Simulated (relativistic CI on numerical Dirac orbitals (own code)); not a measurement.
## Ni²⁺ in a cubic cluster: 2p photoemission with charge transfer

Computed with a charge-transfer multiplet model of a cubic metal-ligand cluster with up to 2 ligand holes, Slater and spin-orbit integrals from Dirac-Coulomb-Breit ions, Slater integrals scaled by 0.9. The ground state mixes d8 with configurations of k ligand holes L, whose averages lie at kΔ + k(k − 1)U_dd/2; a core hole lowers each added d electron by U_cd. 300 K, Lorentzian 0.6 eV and Gaussian 0.8 eV FWHM.

Atomic integrals in eV (Slater integrals scaled, ζ unscaled), ground: F2dd 10.953, F4dd 6.797, zeta_d 0.080; with the core hole: F2dd 12.575, F4dd 7.855, zeta_d 0.114, zeta_core 11.406, F2cd 7.542, G1cd 5.754, G3cd 3.273.

Cluster parameters (eV): U_dd = 6.7, U_cd = 8, 10Dq = 1.45, 10Dq(ligand) = 0.5, V(eg) = 1.9, V(t2g) = -0.85, final-state hopping factor = 0.9.

```csv
Case,n_d,d8,d9L,d10L2,S
Δ = 0 eV,8.42,0.60,0.37,0.02,1.00
Δ = 1 eV,8.32,0.69,0.29,0.01,1.00
Δ = 3 eV,8.19,0.82,0.18,0.00,1.00
Δ = 5 eV,8.12,0.89,0.11,0.00,1.00
Δ = 6 eV,8.09,0.91,0.09,0.00,1.00
```

Weights, n_d and S are thermal averages at 300 K. Binding energies count from the first peak over 30 % of the highest in each spectrum, which can be another peak from case to case. The parameters are a model scan and need not match a compound or its usual spin state. Peaks in eV (height, largest 100):
- Δ = 0 eV: 0.0 (100), 5.5 (40), 8.6 (21), 9.7 (21), 13.1 (8), 17.4 (46), 22.2 (31), 27.9 (16)
- Δ = 1 eV: 0.0 (100), 5.1 (47), 7.5 (22), 8.6 (22), 11.8 (9), 17.4 (46), 22.2 (30), 26.7 (18)
- Δ = 3 eV: 0.0 (100), 5.0 (58), 8.3 (15), 10.1 (10), 17.5 (44), 22.7 (34), 25.4 (14)
- Δ = 5 eV: 0.0 (100), 4.3 (48), 9.8 (6), 17.7 (46), 22.6 (23)
- Δ = 6 eV: 0.0 (100), 4.4 (45), 17.8 (48), 22.6 (17)

Curve for Δ = 0 eV (points under 2 left out, the grid thinned):

(E (eV), Intensity): (-3.0, 2.1), (-2.2, 3.8), (-1.5, 8.7), (-0.7, 44.4), (0.0, 100.0), (0.8, 41.1), (1.6, 10.3), (2.3, 5.7), (3.1, 7.6), (3.8, 17.9), (4.6, 33.7), (5.4, 40.0), (6.1, 31.4), (6.9, 10.8), (7.6, 7.9), (8.4, 20.4), (9.1, 18.5), (9.9, 20.3), (10.7, 14.5), (11.4, 12.0), (12.2, 8.5), (12.9, 7.7), (13.7, 6.4), (14.5, 5.4), (15.2, 4.2), (16.0, 6.9), (16.7, 23.1), (17.5, 45.1), (18.3, 14.7), (19.0, 4.7), (19.8, 2.9), (20.5, 3.8), (21.3, 11.8), (22.0, 29.9), (22.8, 18.7), (23.6, 5.6), (24.3, 2.4), (25.5, 2.8), (26.2, 8.4), (27.0, 13.8), (27.8, 15.5), (28.5, 10.6), (29.3, 4.0), (30.0, 3.0), (30.8, 2.1)

For the case Δ = 3 eV, Δ = 3 eV is smaller than U_dd = 6.7 eV, the charge-transfer side of the Zaanen-Sawatzky-Allen scheme. With the core hole the configuration with one ligand hole lies at Δ − U_cd = -8.0, -7.0, -5.0, -3.0, -2.0 eV from the one without, in the order of the table; where this is negative the screened configuration lies lower, though the effective hopping of about 2.3 eV (from the holes of the mixed ground state) mixes the two strongly wherever it is as large as the gap.
